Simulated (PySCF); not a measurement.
GeH₆O₂Si. Atoms are numbered in the order given.

```xyz
10

O      1.0055    -1.9273     0.0000
Si    -0.6065    -1.4630     0.0000
Ge    -0.3383     0.9287     0.0000
O      1.4930     0.7643     0.0000
H      1.5720    -1.1163     0.0000
H     -1.3450    -1.9482     1.2181
H     -1.3450    -1.9482    -1.2181
H     -0.7661     1.7366     1.2631
H     -0.7661     1.7366    -1.2631
H      1.9791     1.6077     0.0000
```

The structure is a stationary point at PBE-D3(BJ)/def2-SVP. The geometry has at least one imaginary mode, so it is a saddle point at that level. This is a generated structure with no PubChem entry under its InChIKey; it may be hypothetical. The values are those of a single conformer.

The numbers are results of PBE-D3(BJ)/def2-SVP (PySCF), not measurements.

Frequencies are harmonic and unscaled.

```tsv
mode	ν (cm⁻¹)	IR (km/mol)	moving atoms (share of kinetic energy)
1	87i	79.1	H 59 %, O 37 %
2	75	46.8	H 53 %, O 31 %, Si 11 %
3	203	2.7	O 82 %, H 15 %
4	242	6.8	O 53 %, Ge 27 %, Si 13 %
5	347	36.7	H 97 %
6	354	3.4	Si 68 %, Ge 19 %, H 11 %
7	518	38.8	H 93 %
8	543	6.4	H 81 %, Si 11 %
9	622	17.5	H 93 %
10	624	82.4	O 76 %, Ge 19 %
11	702	152.7	H 94 %
12	716	4.2	H 93 %
13	775	109.6	H 88 %
14	840	173.0	H 49 %, O 36 %, Si 15 %
15	863	6.3	H 71 %, O 19 %, Si 10 %
16	884	16.6	H 74 %, O 15 %, Si 10 %
17	949	93.5	H 90 %, Si 9 %
18	1093	256.6	H 93 %
19	2034	126.4	H 99 %
20	2043	140.7	H 98 %
21	2154	104.0	H 98 %
22	2154	144.7	H 96 %
23	3475	234.7	H 94 %
24	3750	68.0	H 94 %
```
